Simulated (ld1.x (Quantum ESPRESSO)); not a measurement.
# Building the ultrasoft potential for Cl (Z = 17) (PW91, scalar-relativistic).

```json
{
 "Element": "chlorine",
 "Generator": "ld1.x (Quantum ESPRESSO) 7.5",
 "Type": "ultrasoft",
 "Functional": "PW91",
 "Relativity": "scalar-relativistic",
 "Frozen core": "[Ne]",
 "Valence charge": "7",
 "Reference configuration": "3s2 3p5",
 "Partial waves": "3s (bound): rcut 0.92, rcutus 1.20 bohr; 3s channel at 3.5 Ry: rcut 0.92, rcutus 1.20 bohr; 3p (bound): rcut 0.82, rcutus 1.14 bohr; 3p channel at 3.15 Ry: rcut 0.82, rcutus 1.14 bohr",
 "Local potential": "all-electron potential smoothed inside 1.10 bohr (lloc = -2)",
 "Core correction": "none",
 "Augmentation charge": "built from norm-conserving waves at rcut, not smoothed further"
}
```

Does the generator finish with these settings?

Yes, a potential is produced and its reference levels are reproduced.

Estimate the cutoffs (Ry, on a coarse ladder) from which the occupation-weighted sum of valence levels, in a spherical-Bessel basis at the reference potential, stays within 10 and 1 mRy of its value at 400 Ry.

30 Ry and 70 Ry.

What does a ghost test show?

No extra level below or beside the all-electron valence levels (s, p, d, f tested).

Is the overlap operator S = 1 + Σ q|β⟩⟨β| positive definite (Bessel basis up to 400 Ry)?

Yes: its lowest eigenvalue is 0.46 (s channel).

Tests: 3s2 3p4; 3s2 3p3; 3s2 3p2; 3s1 3p6; 3s2 3p5.3; 3s1 3p5; 3s2 3p1. Which has the largest error in its energy relative to the reference configuration, and how large is it?

3s2 3p1, with +52 meV (all-electron minus pseudo) on +130.17 eV.
